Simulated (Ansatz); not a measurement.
`[OH][Al]([F])[O][SiH3]` + `C[SiH2]CC=S` → `[SiH3][SiH2]CC=S` + `C[O][Al]([OH])[F]`  (redistribution)

Computed with Ansatz on PBE0-D4/def2-TZVP structures; ΔE is electronic, products minus reactants. CCSD(T)/CBS adds triple-zeta CCSD(T) − MP2 to the extrapolated MP2 energy (def2 sets, frozen cores). This one scheme is used for every species. Functionals use def2-TZVPP. B3LYP here is the variant with VWN-RPA as its local correlation; programs differ in this. One conformer a species, not always the lowest.

(1) Is it downhill or uphill in electronic energy at CCSD(T)/CBS, and by how much? (An estimate is asked.)

(2) What do these levels give: PBE-D4, PBE0-D4, B2PLYP, PBE, r2SCAN, B3LYP, HF/def2-TZVPP, SCS-MP2/def2-TZVPP, HF/def2-QZVPP, MP2/def2-QZVPP, HF/CBS(def2), CCSD/CBS(def2)? (Estimate.)

Largest T1 diagnostic among the species: 0.016.

## Answers

(1) Ansatz gave: Uphill: ΔE = +50.0 kcal/mol.

(2) Computed: PBE-D4 42.4, PBE0-D4 45.1, B2PLYP 50.4, PBE 43.0, r2SCAN 48.4, B3LYP 48.7, HF/def2-TZVPP 54.1, SCS-MP2/def2-TZVPP 52.2, HF/def2-QZVPP 54.7, MP2/def2-QZVPP 53.2, HF/CBS(def2) 54.8, CCSD/CBS(def2) 50.9 kcal/mol.

From PBE to PBE0 (25 % exact exchange), in def2-TZVPP and without D4, ΔE moves by +2.7 kcal/mol. The D4 term adds −1.1 kcal/mol with B3LYP and −0.6 kcal/mol with PBE0; it sums over pairs of atoms, weighted by their polarisabilities, and B3LYP, whose exchange is more repulsive, gets the larger term. In def2-TZVPP, CCSD(T) changes the Hartree–Fock value by −4.6 kcal/mol (the triples alone add −0.9 kcal/mol) and MP2 by −1.4 kcal/mol.
